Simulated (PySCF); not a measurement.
B3LYP has the VWN-RPA correlation part, as in Gaussian. 

Cartesian coordinates (Å):
```xyz
8

Nb     0.1345     0.3079     0.0092
Cl     1.6770     0.8475    -1.6437
Cl    -0.0528     1.6439     1.9005
Cl    -1.2215    -1.5653    -0.2259
O     -1.1603     1.3486    -0.8604
H     -1.8309     1.8786    -1.3173
O      1.4286    -0.7398     0.8716
H      2.0977    -1.2893     1.3071
```
Charge 0, spin multiplicity 1.

Question: Estimate the dipole moment, HOMO, charge on the central atom (Mulliken), total energy and LUMO that B3LYP-D3(BJ)/def2-TZVP // BP86-D3(BJ)/def2-SVP (PySCF) returns for this input.

Answer: 
```yaml
dipole_moment: 0.03 D
HOMO: -8.58 eV
charge on the central atom (Mulliken): 1.69 e
total_energy: -43258.02 eV
LUMO: -3.06 eV
```
